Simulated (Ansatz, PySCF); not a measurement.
Pulling on the Zn1–F2 bond in F2Zn (SMILES [F][Zn][F]) (multiplicity 1 held, fragments rigid). Energies count from the point at 1.741 Å.
Geometry at that point (charge 0, multiplicity 1):
```xyz
3

Zn     0.0000     0.0000     0.0000
F      0.0000     0.0000     1.7406
F      0.0000     0.0000    -1.7406
```

R- and RO- levels are restricted; in cc, def2 and unpolarised 6-31G sets they are followed outwards from rest. Unrestricted levels (U-) break spin symmetry where that is lower. Levels need not reach the same state.

Frozen-core correlation. Rows in 3-21G carry no dispersion term and start afresh at each structure; the Pople sets are all-electron and without relativity.

Codes used: Ansatz (Gaussian basis) for Hartree–Fock, density functionals and correlated methods; PySCF for 3-21G rows. Each number belongs to the level named beside it.

Energies in eV.

| R (Å) | R-HF/3-21G | R-HF/def2-TZVPP | R-PBE/def2-TZVPP | U-CCSD(T)/def2-TZVPP |
|---|---|---|---|---|
| 1.392 | 2.81 | 3.25 | 3.06 | 3.02 |
| 1.566 | 0.33 | 0.56 | 0.53 | 0.49 |
| 1.741 | 0.00 | 0.00 | 0.00 | 0.00 |
| 1.915 | 0.53 | 0.30 | 0.26 | 0.31 |
| 2.089 | 1.35 | 0.92 | 0.81 | 0.91 |
| 2.350 | 2.65 | 2.00 | 1.73 | 1.92 |
| 2.611 | 3.86 | 3.01 | 2.57 | 2.97 |
| 3.046 | 5.51 | 4.41 | 3.65 | 4.24 |
| 3.481 | 6.71 | 5.46 | 4.35 | 4.86 |
| 4.003 | 7.71 | 6.39 | 4.86 | 5.03 |
| 4.699 | 8.64 | 7.25 | 5.21 | 5.06 |
| 5.570 | 9.34 | 7.93 | 5.41 | 5.06 |

Doubts at one or more of the structures used: a restricted determinant that unrestricted orbitals would lower (R-HF/3-21G, R-HF/def2-TZVPP, R-PBE/def2-TZVPP); a spin-contaminated determinant (U-CCSD(T)/def2-TZVPP); T1 above 0.05 (U-CCSD(T)/def2-TZVPP); the program's own flag: other amplitudes (U-CCSD(T)/def2-TZVPP).

Ansatz is a first-principles code.
